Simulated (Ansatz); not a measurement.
Species: CH5ClSi, SMILES `C[SiH2]Cl` (charge 0, multiplicity 1).

Problem. Give a relaxed geometry from PBE0-D4/def2-TZVP (Ansatz, a quantum-chemistry and plane-wave program).

Solution. the end point of this relaxation (outside a Z-matrix the atoms follow the SMILES, hydrogens last).
Z-matrix (Å, degrees):
```
Si
H 1 1.4832
H 1 1.4832 2 109.47
C 1 1.8570 2 111.55 3 123.95
H 4 1.0918 1 110.71 2 178.78
H 4 1.0918 5 108.46 1 121.66
H 4 1.0935 5 108.43 6 117.55
Cl 1 2.0621 2 107.23 3 -116.02
```
